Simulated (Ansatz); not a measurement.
Reaction (formal exchange of groups at the Se–Zn bond): `[CH3][Zn][Se]C(F)(F)F` + HBr → `FC(F)(F)[SeH]` + `[CH3][Zn][Br]`

Computed with Ansatz on PBE0-D4/def2-TZVP structures; ΔE is electronic, products minus reactants. CCSD(T)/CBS adds triple-zeta CCSD(T) − MP2 to the extrapolated MP2 energy (def2 sets, frozen cores). Functionals use def2-TZVPP. For Br, Se, Zn outer-core shells are correlated without core-valence functions, which leaves a few kJ/mol of doubt a bond. Scalar relativity is left out up to krypton. One conformer a species, not always the lowest.

`[CH3][Zn][Se]C(F)(F)F`:

Cartesian coordinates in Å:
```
C -1.631 -0.087 -1.816
Zn -0.456 -0.728 -0.421
Se 0.931 -1.565 1.243
C 1.569 0.222 1.725
F 2.811 0.445 1.297
F 1.567 0.395 3.043
F 0.796 1.197 1.195
H -1.105 -0.050 -2.772
H -2.497 -0.744 -1.920
H -1.984 0.917 -1.573
```

HBr:

Cartesian coordinates in Å:
```
Br 0.621 0.080 -0.335
H -0.621 -0.080 0.335
```

`FC(F)(F)[SeH]`:

```xyz
6

F    -1.000   -1.005   -0.967
C    -0.377   -0.301   -0.025
F     0.036   -1.142    0.920
F    -1.264    0.518    0.536
Se    1.104    0.664   -0.871
H     1.501    1.267    0.407
```

`[CH3][Zn][Br]`:

Cartesian coordinates in Å:
```
C 0.821 -0.103 -0.050
Zn -1.090 0.137 0.066
Br -3.316 0.416 0.201
H 1.078 -1.156 0.080
H 1.322 0.477 0.727
H 1.185 0.229 -1.023
```

```
             level  ΔE (eV)
           BLYP-D4    -0.38
           r2SCAN0    -0.45
RPA@PBE/def2-TZVPP    -0.39
     CCSD/def2-SVP    -0.39
```

(1) What does CCSD(T)/CBS give? (An estimate is asked.)

Largest T1 diagnostic among the species: 0.013.

## Answers

(1) Ansatz gave: -0.40 eV. The listed levels differ from it by 0.02, -0.05, 0.01, 0.01 eV.

The D4 term adds +0.05 eV with B3LYP and +0.03 eV with PBE0; it sums over pairs of atoms, weighted by their polarisabilities, and B3LYP, whose exchange is more repulsive, gets the larger term. From PBE to PBE0 (25 % exact exchange), in def2-TZVPP and without D4, ΔE moves by −0.04 eV.

B3LYP here is the variant with VWN-RPA as its local correlation; programs differ in this.
